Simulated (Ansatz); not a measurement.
Geometry optimisation, Ansatz 0.2.0, DFT PBE, scalar-relativistic, plane waves, PAW.

input.yaml

```yaml
crystal:
  lattice:
    - [0.0, 5.43, 5.43]
    - [5.43, 0.0, 5.43]
    - [5.43, 5.43, 0.0]
  atoms:
    - { symbol: Si, position: [0.0, 0.0, 0.0] }
    - { symbol: Si, position: [0.125, 0.125, 0.125] }
    - { symbol: Si, position: [0.0, 0.0, 0.5] }
    - { symbol: Si, position: [0.125, 0.125, 0.625] }
    - { symbol: Si, position: [0.0, 0.5, 0.0] }
    - { symbol: Si, position: [0.125, 0.625, 0.125] }
    - { symbol: Si, position: [0.0, 0.5, 0.5] }
    - { symbol: Si, position: [0.125, 0.625, 0.625] }
    - { symbol: Si, position: [0.5, 0.0, 0.0] }
    - { symbol: Si, position: [0.625, 0.125, 0.125] }
    - { symbol: Si, position: [0.5, 0.0, 0.5] }
    - { symbol: Si, position: [0.625, 0.125, 0.625] }
    - { symbol: Si, position: [0.5, 0.5, 0.0] }
    - { symbol: Si, position: [0.625, 0.625, 0.125] }
    - { symbol: Si, position: [0.5, 0.5, 0.5] }
    - { symbol: Si, position: [0.625, 0.625, 0.625] }
    - { symbol: Cu, position: [0.31828599, 0.3204543, 0.80586408] }
total_charge: 1
basis:
  ecutwfc: 420.0
kpoints:
  mp_grid: { grid: [2, 2, 2] }
hamiltonian:
  xc: pbe
  pseudopotentials: { kind: paw, azcp: { folder: soft_1 } }
scf:
  occupations: { method: fermi_dirac, width: 0.02 }
  lower_state_search: "off"
relax:
  f_tol: 0.03
  max_steps: 60
  adjacent_minimum: "off"
```

Launched with:

```bash
$ ansatz run input.yaml --threads 1 --pin off --max-ram 3072MiB --backend cpu --events-out ev --progress --plain --runs-dir out
```

Question: Where does it end, and by what steps?

Answer: It converged. The force dipped under the threshold on the way, but the program's further checks kept it going. Limits of this set-up: coarse k mesh, charged cell in a uniform background, uncorrected. After 16 steps the energy has fallen by 0.682 eV; Cu17 moved furthest, 0.57 Å. Joined: Si13–Cu17.

```tsv
step	energy less start (eV)	largest force component (eV/Å)	accepted
0	0.0000	2.176	yes
1	-0.4882	0.915	yes
2	-0.6234	0.153	yes
3	-0.6289	0.051	yes
4	-0.6316	0.032	yes
5	-0.6372	0.080	yes
6	-0.6405	0.080	yes
7	-0.6443	0.082	yes
8	-0.6484	0.081	yes
9	-0.6524	0.078	yes
10	-0.6733	0.039	yes
11	-0.6794	0.059	yes
12	-0.6796	0.059	yes
13	-0.6797	0.070	yes
14	-0.6812	0.032	yes
15	-0.6817	0.023	yes
16	-0.6819	0.012	yes
```

```xyz
17
Lattice="0.0000 5.4300 5.4300 5.4300 0.0000 5.4300 5.4300 5.4300 0.0000" Properties=species:S:1:pos:R:3
Si 0.025 0.025 -0.006
Si 1.393 1.391 1.305
Si 2.795 2.796 0.050
Si 4.131 4.132 1.408
Si 2.770 -0.053 2.639
Si 4.101 1.305 4.012
Si 5.455 2.717 2.714
Si 6.790 4.024 4.112
Si -0.052 2.768 2.642
Si 1.306 4.100 4.013
Si 2.716 5.456 2.715
Si 4.024 6.790 4.113
Si 2.578 2.578 5.276
Si 3.894 3.890 6.685
Si 5.322 5.324 5.515
Si 6.718 6.718 6.791
Cu 6.449 6.445 3.783
```

The run took 110 s on 1 thread of Arm Neoverse V1, with other jobs on the host, peak memory 0.56 GiB.
